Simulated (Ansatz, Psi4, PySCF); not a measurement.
Species: C3H8FSi (charge 0, doublet). SMILES: [CH2][Si](C)(C)F
Geometry from a B3LYP-D3(BJ)/def2-TZVP (Ansatz, a quantum-chemistry and plane-wave program) optimisation:
```
Si
F 1 1.6167
C 1 1.8389 2 106.95
H 3 1.0844 1 122.88 2 0.00
H 3 1.0852 4 114.43 1 -180.00
C 1 1.8664 2 107.65 3 -120.21
H 6 1.0912 1 111.20 2 58.46
H 6 1.0924 7 108.28 1 121.91
H 6 1.0927 7 107.92 8 116.62
C 1 1.8664 2 107.65 3 120.21
H 10 1.0912 1 111.20 2 -58.46
H 10 1.0924 11 108.28 1 -121.91
H 10 1.0927 11 107.92 12 -116.62
```
Charge 0, spin multiplicity 2.

Property: size of the dipole moment, in D. Set-up: open shells spin-unrestricted; non-relativistic; 6-311+G** with 5d, 6d on Na to Ar in Ansatz; 6-31G* and kin with 6d, 5d where marked; no dispersion term unless named; no spin-orbit coupling. Ab initio and DFT rows: single points at B3LYP-D3(BJ) geometries (Ansatz).

```tsv
level	program	size of the dipole moment (D)
PBE/6-31G*	Ansatz	1.75
PBE/def2-SVP	Ansatz	1.71
PBE/6-311+G**	Ansatz	1.98
B3LYP/STO-3G	Ansatz	0.81
B3LYP/6-31G*	Ansatz	1.80
B3LYP/6-311+G**	Ansatz	2.04
M06-2X/6-31G* (5d)	PySCF	1.83
wB97X-D/6-31G*	Psi4	1.86
wB97X-D/6-311+G**	Psi4	2.08
```

No value to compare with is used here. The 9 habitual levels span 0.81 (B3LYP/STO-3G) to 2.08 D (wB97X-D/6-311+G**).

The levels are drawn from those run, B3LYP/6-31G* more often than the rest, none by its result; left out are runs that failed, that the program found above a lower state of the same kind, or whose <S^2> lies over 0.5 above the pure value.
